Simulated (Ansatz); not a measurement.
The cluster Al4N4⁻. The state is a doublet with charge -1. Geometry r2SCAN-D4/def2-SVPD, basis def2-TZVPD, Ansatz.

```xyz
8

Al    0.312    1.078    0.733
Al    1.175    0.618   -1.750
Al   -1.545   -0.812    2.302
Al   -0.434   -1.142   -0.552
N     1.340    1.853   -0.490
N    -1.347    0.106    0.599
N     0.402   -0.937   -2.105
N     0.097   -0.763    1.262
```

```csv
run,HOMO (eV),LUMO (eV)
A,-0.86,0.61
B,-0.68,0.20
C,-1.17,0.91
D,-0.46,0.22
```

Another isomer (doublet) lies 1.20 eV lower at PBE0-D4/def2-TZVPD; other spin states weren't run for this one.

HOMO and LUMO are taken over both spins.

Question: The runs used BLYP, PBE, PBE0, r2SCAN. Estimate which is which.

Answer: A r2SCAN (0 % exact exchange); B PBE (0 % exact exchange); C PBE0 (25 % exact exchange); D BLYP (0 % exact exchange). Exact exchange lowers occupied and raises empty levels; among semilocal functionals meta-GGAs tend to open the gap a little, and such runs are hard to tell apart. The gap grows from 0.68 eV (BLYP) to 2.08 eV (PBE0).
